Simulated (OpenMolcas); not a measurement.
## Br⁺: RASPT2 settings compared

```yaml
Program: OpenMolcas 26.06
Basis: ANO-RCC [9s8p6d4f2g]
Scalar_Hamiltonian: DKH2, point nucleus
Active_space: 4 electrons in 9 orbitals (RAS2 4p; RAS3 4d 5s, at most 1 electron)
State_averaging: 2S+1 = 3 even, 3 roots; 2S+1 = 1 even, 6 roots; 2S+1 = 5 odd, 6 roots; 2S+1 = 3 odd, 54 roots; 2S+1 = 1 odd, 48 roots
Spin-orbit_coupling: state interaction with AMFI integrals over the reference wave functions, term energies averaged over their components
```

Methods on the same reference wave functions:
A. RASSCF
B. SS-RASPT2, IPEA 0.25 Eh, sigma2 regulariser 0.3 Eh (closed shells correlated: 3d 4s)
C. MS-RASPT2, IPEA 0.25 Eh, sigma2 regulariser 0.3 Eh (closed shells correlated: 3d 4s)

Energies in eV above 4s² 4p⁴ ³P₂, the measured ground level; measured values from NIST Handbook of Basic Atomic Spectroscopic Data.

```tsv
Level	A	B	C	Measured
4s² 4p⁴ ³P₂	0.0000	0.0000	0.0000	0.0000
4s² 4p⁴ ³P₁	0.3524	0.358	0.358	0.3889
4s² 4p⁴ ³P₀	0.4567	0.459	0.459	0.4758
4s² 4p⁴ ¹D₂	1.7940	1.514	1.514	1.4989
4s² 4p⁴ ¹S₀	4.1673	3.984	3.984	3.4551
4s² 4p³ 5s ⁵S°₂	10.8299	10.834	10.835	11.6448
4s² 4p³ 5s ³S°₁	11.6156	11.308	11.309	12.2087
4s² 4p³ 4d ⁵D°₀	12.1100	12.133	12.125	12.9191
4s² 4p³ 4d ⁵D°₁	12.1128	12.136	12.128	12.9124
4s² 4p³ 4d ⁵D°₂	12.1174	12.140	12.133	12.9043
4s² 4p³ 4d ⁵D°₃	12.1238	12.146	12.139	12.8991
4s² 4p³ 4d ⁵D°₄	12.1340	12.160	12.151	12.9057
4s² 4p³ 5s ³D°₁	13.3357	12.856	12.842	13.5666
4s² 4p³ 5s ³D°₂	13.3528	12.887	12.875	13.5982
4s² 4p³ 5s ³D°₃	13.4077	12.950	12.939	13.6844
4s² 4p³ 4d ³D°₂(1) [59 %]	13.6357	13.261	13.239	
4s² 4p³ 4d ³D°₃(1)	13.7334	13.269	13.259	
4s² 4p³ 4d ³D°₁(1)	13.7361	13.265	13.260	
4s² 4p³ 5s ¹D°₂ [61 %]	13.7873	13.088	13.097	14.0019
4s² 4p³ 4d ³F°₂(1)	14.4435	13.981	13.983	
4s² 4p³ 4d ³F°₃(1)	14.5308	14.071	14.075	
4s² 4p³ 4d ³F°₄(1)	14.6394	14.180	14.183	
4s² 4p³ 4d ¹S°₀	14.9545	13.975	13.981	
4s² 4p³ 5s ³P°₀	15.0282	14.367	14.353
```

Deviations, from unrounded energies. A percentage is the sum of absolute deviations over the sum of measured energies, with the sign that they share, or ± where signs differ.

```json
{"Against measurement": "mean absolute deviation (cm-1)", "Levels": "15", "A": "4000", "B": "4900", "C": "5000"}
{"Against measurement": "fine structure of the ground term (%)", "Levels": "2", "A": "-6.4", "B": "-5.5", "C": "-5.5"}
{"Against measurement": "other terms of the ground configuration (%)", "Levels": "2", "A": "+20.3", "B": "+11.0", "C": "+11.0"}
{"Against measurement": "other configurations (%)", "Levels": "11", "A": "-4.4", "B": "-6.0", "C": "-6.1"}
```

A lies closest to measurement on these levels and C furthest from it. The largest miss of A in the table is 4s² 4p³ 5s ⁵S°₂, by -6600 cm-1. The ranking rests on the paired levels alone, and a cruder setting can come out closer through cancelling errors.

Between B and C the level of the table that moves most is 4s² 4p³ 4d ³D°₂(1) [59 %], by 170 cm-1 (lowest in C, highest in B). Moves below CASPT2's spread within the term are not significant.

The mean deviations of B to C differ by less than CASPT2's widest spread within a term (390 cm-1), so their order carries little weight.

From A to B the spin-free energies of the other terms of 4s² 4p⁴ shown, above ³P, scale by factors of 0.81 to 0.95.

The lowest spin-free term lies below A's lowest term by 0.338 hartree in B, 0.338 hartree in C.

CASPT2 does not keep the components of a term degenerate, so their means are used; among the terms shown or strongly mixed into the levels shown the widest spread is 390 cm-1 (4s² 4p³ 4d ⁵D°, B). Over all roots computed the reference weight is 0.90 to 0.95 in B, 0.90 to 0.95 in C; the roots of lowest weight are the least certain, and an intruder state may touch them. ANO sets are built for valence states and can reach diffuse excited orbitals poorly, and with the s shell closed the s pⁿ⁺¹ terms that mix with these levels are absent. With the s shell closed, the reference lacks s² → p² mixing. Without dynamic correlation excited terms often stand tens of per cent too high (terms of higher spin than the ground term too low), and those without a measured partner can miss by more than the paired ones (holds for A). Some terms miss by over 15 % even with CASPT2, which points to a basis or an active space too small for the shells correlated (holds for B; C). Some levels mix across a computed gap that differs much from the measured one, so their mixing is not that of the real levels (holds for C). Computed and measured levels are paired by configuration, term and J; levels that our copy of the source lacks, or whose pairing is in doubt (as where it misses far off the trend of its configuration), stay unpaired and out of the deviations. Only configurations of the active space appear. The table leaves out levels that lie high or whose names do not pair safely across all columns.

A share in square brackets marks a mixed level and gives the weight of the term that names it, the lowest over the columns. A number in round brackets counts repeated terms of one configuration in the order of the reference energies. ° marks odd parity.
